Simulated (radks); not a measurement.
Task: All-electron atom: neutral holmium in [Xe] 4f11 6s2. All-electron calculation, scalar-relativistic Kohn-Sham, r2SCAN, spin-unpolarised, spherical densities, finite nucleus; meta-GGA in the generalised Kohn-Sham scheme; Fermi nuclear charge, rms radius 5.2022 fm. Program: a radial shooting solver on a logarithmic mesh with Libxc functionals. Some entries of the table are withheld. Estimate them.

orbital  occ.  eigenvalue (eV)  <r> (bohr)
1s          2        -55568.33     0.02074
2s          2        -9317.669     0.08807
2p          6        -8251.519     0.07807
3s          2        -2089.658      0.2295
3p          6        -1762.194      0.2286
3d         10        -1346.482      0.2079
4s          2        -417.2973      0.5191
4p          6        -309.0312      0.5501
4d         10        -162.1471         (1)
5s          2         -51.9381         (2)
5p          6              (3)       1.516
6s          2          -3.8719       4.126
4f         11          -3.0598      0.8530

Result: 
(1) 4d <r> (bohr): 0.5967
(2) 5s <r> (bohr): 1.280
(3) 5p eigenvalue (eV): -26.8712
